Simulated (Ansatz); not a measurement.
A nudged elastic band was laid between two geometries of CH$_{4}$BClS (8 atoms, charge 0, multiplicity 1).

Method: Ansatz 0.2.0, RHF/def2-SVP.

| Item | Value |
| --- | --- |
| movable images | 9 |
| climbing image | yes |
| spring | 5.0 eV/Å² |
| optimiser | quadratic models (default) |
| start path | through a guess of the saddle point |
| force threshold | 0.05 eV/Å |
| iteration limit | 60 |
| end points | relaxed |

Initial state:

```xyz
8
Properties=species:S:1:pos:R:3
C -0.456 1.173 0.326
S 1.105 0.289 0.001
B 0.556 -1.363 -0.391
Cl 1.752 -2.599 -0.787
H -0.995 0.716 1.152
H -0.190 2.192 0.597
H -1.081 1.193 -0.562
H -0.598 -1.658 -0.392
```

Final state:

```xyz
8
Properties=species:S:1:pos:R:3
C -0.521 1.091 0.479
S 0.750 -0.167 0.836
B 0.628 -1.272 -0.560
Cl 1.692 -2.677 -0.644
H -0.462 1.832 1.272
H -0.328 1.575 -0.475
H -1.514 0.649 0.478
H -0.152 -1.088 -1.442
```

(1) Which bonds break or form, and what moves?

(2) What energy profile does the band end with?

(3) What is the geometry of the highest image?

## Answers

(1) No bond is made or broken. The dihedral H7–C1–S2–B3 goes from -63 to 64°. The two ends are copies of one structure, up to a mirror image or an exchange of like atoms.

(2) The forces met the threshold. The highest image is number 5 of 0 to 10, 1.0 kJ/mol above the ends, which have the same energy within 2 meV. A vibrational analysis at the climbing image gives one clearly imaginary mode, 65i cm⁻¹: a first-order saddle point.

```json
{"image": "0", "path coordinate (Å)": "0.00", "energy (kJ/mol)": "0.0", "dihedral H7–C1–S2–B3 (°)": "-63"}
{"image": "1", "path coordinate (Å)": "0.32", "energy (kJ/mol)": "0.1", "dihedral H7–C1–S2–B3 (°)": "-50"}
{"image": "2", "path coordinate (Å)": "0.63", "energy (kJ/mol)": "0.4", "dihedral H7–C1–S2–B3 (°)": "-36"}
{"image": "3", "path coordinate (Å)": "0.95", "energy (kJ/mol)": "0.8", "dihedral H7–C1–S2–B3 (°)": "-22"}
{"image": "4", "path coordinate (Å)": "1.27", "energy (kJ/mol)": "1.0", "dihedral H7–C1–S2–B3 (°)": "-8"}
{"image": "5", "path coordinate (Å)": "1.58", "energy (kJ/mol)": "1.0", "dihedral H7–C1–S2–B3 (°)": "6"}
{"image": "6", "path coordinate (Å)": "1.86", "energy (kJ/mol)": "0.9", "dihedral H7–C1–S2–B3 (°)": "18"}
{"image": "7", "path coordinate (Å)": "2.13", "energy (kJ/mol)": "0.6", "dihedral H7–C1–S2–B3 (°)": "30"}
{"image": "8", "path coordinate (Å)": "2.40", "energy (kJ/mol)": "0.3", "dihedral H7–C1–S2–B3 (°)": "42"}
{"image": "9", "path coordinate (Å)": "2.67", "energy (kJ/mol)": "0.1", "dihedral H7–C1–S2–B3 (°)": "53"}
{"image": "10", "path coordinate (Å)": "2.95", "energy (kJ/mol)": "0.0", "dihedral H7–C1–S2–B3 (°)": "64"}
```

(3) 
```xyz
8
Properties=species:S:1:pos:R:3
C -0.489 1.142 0.420
S 0.963 0.050 0.583
B 0.596 -1.324 -0.492
Cl 1.769 -2.632 -0.646
H -0.882 1.348 1.413
H -0.181 2.076 -0.044
H -1.260 0.672 -0.184
H -0.423 -1.388 -1.107
```

Time of the run: 4 min on 1 thread of Intel(R) Xeon(R) Platinum 8488C (Sapphire Rapids) (shared host), peak memory 0.19 GiB.
